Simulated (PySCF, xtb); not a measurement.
C₄H₅Si, SMILES C1C=C[SiH]C=1 (connectivity only; charge and spin as stated), charge +1, multiplicity 1.

GFN2-xTB in xtb at its own geometry gives an orbital gap of 1.88 eV.

Geometry: PBE0-D3(BJ)/def2-SVP. The multiplicity is an assumed one; no other spin state was optimised. The isomer is the one that the SMILES or the coordinates give; other isomers of the formula were not compared.

### Question
What does M06-2X/def2-TZVP (PySCF) give? (An estimate is asked for; the answer gives what the named calculation found.)

### Answer
gap 5.47 eV (levels -13.75 and -8.27 eV).
